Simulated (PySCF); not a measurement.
**Ionising KSb**

UHF-MP2; K def2-SVPD, Sb def2-SVPD with ECP28; scalar-relativistic core potentials (PySCF 2.14). Neutral (UHF): triplet (π ↑↑), Re = 3.402 Å, ωe = 141 cm⁻¹, De = 0.78 eV.

KSb⁺ (UHF): quartet (σ ↑, π ↑↑), Re = 3.926 Å, ωe = 58.7 cm⁻¹, De = 0.19 eV to K⁺ + Sb. The energies at the minima are -838.49518 hartree for KSb and -838.32224 for KSb⁺.

(1) Work out the adiabatic ionisation energy, without and with harmonic zero-point energies (1 hartree = 27.2114 eV, 1 eV = 8065.5 cm⁻¹), and the change of the bond length.

Correlated steps freeze 9 core orbitals. Weak bonds: KSb⁺. Basis-set superposition, not corrected here, can be much of De in a small basis, most of all at correlated wavefunction levels. Spin–orbit coupling is left out, which matters for elements this heavy, above all for dissociation energies. For an ion De counts to the pair picked by the measured ionisation energies or electron affinities, which need not be the lowest pair at this level. States were picked by a PBE0 search and need not be the measured ground states.

Results:

(1) At UHF-MP2: 0.17294 hartree = 4.706 eV between the minima; the zero-point term (58.7 − 141.0)/2 cm⁻¹ = -0.005 eV makes it 4.701 eV. Re changes by +52.4 pm against the neutral. The electron leaves a σ orbital, and the ion is left as a loose complex of an ion and an atom.
